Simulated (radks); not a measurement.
The numbers below are computed, except where a source is named.
Excited configurations of Tb I: one electron is placed in a higher orbital outside [Xe] 4f9 6s1. The ground configuration is [Xe] 4f9 6s2. Level of theory: scalar-relativistic Kohn-Sham, PBE, spin-polarised, spherical densities, finite nucleus; open shells are filled with parallel spins first (spin-orbit coupling, left out, can overturn this in heavy ions); Fermi nuclear charge, rms radius 5.06 fm (a radial shooting solver on a logarithmic mesh with Libxc functionals). Excitation = E - E(ground); binding = E(ion) - E, where the ion is the core of charge +1; n* = 1/sqrt(2 binding) in atomic units, and the quantum defect is n - n*.

outer orbital,excitation (eV),binding (eV),quantum defect,<r> (bohr)
5f,4.881,0.983,1.280,16.20
6p,2.019,3.845,4.119,5.433
6f,5.163,0.701,1.593,27.28
7s,3.580,2.284,4.559,9.777
7d,4.870,0.994,3.301,20.58

The Delta-SCF ionisation energy is 5.864 eV (NIST Atomic Spectra Database: 5.864 eV, measured). Self-interaction in the functional shifts the binding energies and quantum defects, so they are the method's values and not measured ones. Open shells are spherical and high-spin; term and fine-structure splittings are not resolved. Spin-orbit splitting is averaged out at the scalar-relativistic level.
